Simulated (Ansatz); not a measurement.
Molecule: C3H10GeN, charge 0, multiplicity 2. SMILES: C[CH][N](C)[GeH3]
Coordinates optimised at B3LYP-D3(BJ)/def2-TZVP (Ansatz, a first-principles code):
```
N
C 1 1.3871
H 2 1.0838 1 114.96
C 1 1.4559 2 115.52 3 -22.77
H 4 1.0896 1 110.41 2 171.47
H 4 1.0938 5 107.92 1 119.75
H 4 1.0976 5 108.49 6 116.61
C 2 1.4870 3 119.19 1 155.17
H 8 1.0900 2 109.89 3 27.79
H 8 1.0964 9 107.00 2 -122.58
H 8 1.1017 9 107.42 10 -114.00
Ge 1 1.8644 2 121.52 3 -176.23
H 12 1.5338 1 109.19 2 -56.51
H 12 1.5355 13 111.27 10 169.67
H 12 1.5472 13 109.51 14 121.98
```
Charge 0, spin multiplicity 2.

Quantity: size of the dipole moment, in D. Terms: LANL2DZ with its own core potentials from Na on; no spin-orbit coupling; 6-31G* and kin with 6d, 5d where marked; dispersion terms only where a functional's name holds one; non-relativistic; open shells spin-unrestricted. Ab initio and DFT rows: single points at B3LYP-D3(BJ) geometries (Ansatz).

```
level                              program  size of the dipole moment (D)
---------------------------------  -------  -----------------------------
B3LYP/STO-3G                        Ansatz                           1.20
B3LYP/3-21G                         Ansatz                           0.71
B3LYP/LANL2DZ                       Ansatz                           0.78
B3LYP/6-31G                         Ansatz                           0.71
B3LYP/6-31G*                        Ansatz                           0.64
B3LYP/6-31G**                       Ansatz                           0.64
B3LYP/def2-SVP                      Ansatz                           0.66
B3LYP/6-31G* with LANL2DZ past Ar   Ansatz                           0.64
```

No value to compare with is used here. The 8 habitual levels span 0.64 (B3LYP/6-31G*) to 1.20 D (B3LYP/STO-3G).

The sets are all those run for this method; left out are runs that failed, that the program found above a lower state of the same kind, or whose <S^2> lies over 0.5 above the pure value.
